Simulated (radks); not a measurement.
Q: Cd17+, configuration [Ar] 3d10 4s2 4p1. All-electron calculation, scalar-relativistic Kohn-Sham, PBE, spin-unpolarised, spherical densities, point nucleus. Program: a radial shooting solver on a logarithmic mesh with Libxc functionals. Some entries of the table are withheld. Estimate them.

orbital  occ.  eigenvalue (hartree)  <r> (bohr)
1s          2             -991.4445         (1)
2s          2             -161.0906         (2)
2p          6             -146.2757      0.1147
3s          2             -42.60712      0.3549
3p          6             -37.73425      0.3525
3d         10                   (3)         (4)
4s          2                   (5)      0.7732
4p          1             -15.81912      0.8017

A: 
(1) 1s <r> (bohr): 0.03040
(2) 2s <r> (bohr): 0.1315
(3) 3d eigenvalue (hartree): -30.17789
(4) 3d <r> (bohr): 0.3277
(5) 4s eigenvalue (hartree): -17.50311
